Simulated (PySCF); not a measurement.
# What a mistake does to a calculation on C2GeH8N

These are calculations, not measurements. The program is PySCF 2.14.0, an open-source quantum chemistry code, run on an isolated molecule that a program drew, which may never have been made. The molecule is C2GeH8N (charge 0, doublet), drawn as the SMILES string `[CH2][CH](N)[GeH3]`.

Each row is a Hartree-Fock (HF) and frozen-core CCSD(T) single point in the cc-pVDZ basis, meant for a local HF minimum. Run 1 is clean. Each other run has one planted mistake out of seven kinds, and not every kind appears here: one electron removed, one electron added, multiplicity raised by two, geometry at a saddle point, minimal basis STO-3G, one bond length entered in bohr, all coordinates scaled. The reference is restricted for singlets and unrestricted otherwise, and also for a bond in bohr. Adding or removing an electron swaps singlet and doublet. Electrons count all cores. HOMO and LUMO are orbital energies over both spins, the gradient is its largest component, and the lowest frequency (negative if imaginary) is given only where the gradient is small. Bond lengths are over the 11 bonds as drawn. T1 is the CCSD diagnostic: over 0.02 (restricted) or 0.045 (unrestricted) a single reference is doubtful. Germanium has the cc-pVDZ-PP basis, with a core potential (ECP10MDF) in place of its 10 inner electrons, and its 3s, 3p and 3d shells are frozen in CCSD(T).

Geometry of the clean run:
```xyz
12
C2GeH8N, angstrom
C    -0.2882    0.9198   -1.8556
C    -1.1215   -0.2772   -1.5261
N    -2.5103   -0.2214   -1.9731
Ge   -0.3409   -1.9678   -2.2478
H    -0.4324    1.4305   -2.8023
H     0.6419    1.1006   -1.3285
H    -1.1275   -0.4227   -0.4420
H    -2.9693    0.5795   -1.5695
H    -2.5513   -0.0888   -2.9706
H    -0.5228   -1.9863   -3.7736
H     1.1594   -2.0478   -1.9318
H    -1.0492   -3.1831   -1.6412
```

```
run  electrons  basis functions  <S^2>  HOMO (eV)  LUMO (eV)  gradient (hartree/bohr)  lowest frequency (cm^-1)  mean bond (Å)  longest bond (Å)      T1  HF (hartree)  CCSD(T) (hartree)                          mistake
  1         59              105  0.764      -8.91       3.21                  3.8e-05                       139         1.3486             1.997  0.0117    -428.15895         -428.76934                         no fault
  2         59              105  0.761      -8.66       3.38                  6.8e-02                         -         1.2690             1.879  0.0114    -428.11464         -428.71381           all coordinates scaled
  3         59              105  1.542      -8.76       1.70                  9.9e-03                         -         1.4725             2.895  0.0322    -428.06064         -428.65978  one bond length entered in bohr
  4         60              105  0.000       0.21       8.81                  2.0e-02                         -         1.3486             1.997  0.0140    -428.08678         -428.73940               one electron added
  5         58              105  0.000     -16.21      -5.77                  8.3e-02                         -         1.3486             1.997  0.0229    -427.88461         -428.48965             one electron removed
  6         59              105  3.776      -2.27       0.58                  6.8e-02                         -         1.3486             1.997  0.0291    -427.92337         -428.51841                                ?
```

**Which mistake was planted in run 6, and what did it cost?**

Electrons, basis and geometry are unchanged, and <S^2> is 3.776, beside S(S+1) = 3.75 for a multiplicity of 4. So the mistake is: multiplicity raised by two. Subtracting run 1 and multiplying by 627.51 kcal/mol a hartree, the energy moved by 147.8 kcal/mol in HF and 157.5 kcal/mol in CCSD(T).

Cautions from the logs. Run 4: the HOMO is above zero, so the electron isn't bound and the energy depends on the basis; run 5: T1 is over the limit, so its CCSD(T) energy is less reliable.
